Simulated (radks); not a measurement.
Results of a calculation; reference values are marked as such.
Question: These are the eigenvalues of the occupied orbitals of an atom or ion with whole-number occupations (hartree). Level of theory: Dirac Kohn-Sham, PBE, spin-unpolarised, spherical densities, point nucleus (a radial shooting solver on a logarithmic mesh with Libxc functionals).

| orbital | eigenvalue |
|---|---|
| 1s1/2 | -350.7436 |
| 2s1/2 | -43.30654 |
| 2p1/2 | -38.22822 |
| 2p3/2 | -37.35071 |
| 3s1/2 | -5.51511 |
| 3p1/2 | -3.90790 |
| 3p3/2 | -3.79565 |
| 3d3/2 | -1.14187 |
| 3d5/2 | -1.12852 |

Which element is it, and in what charge state? The configuration may be excited. Open shells, if any, are shared by 2j + 1.

Answer: Z = 30, zinc, charge +2: Zn2+ in [Ar] 3d10. The list shows which subshells hold electrons but not how many an open one holds; the 1s level, -350.74 hartree, gives Z - s = 26.5 by -(Z - s)^2/2, which with screening and relativity narrows Z to a few neighbours, and the depths of the outer levels then fix element, charge and occupations together.
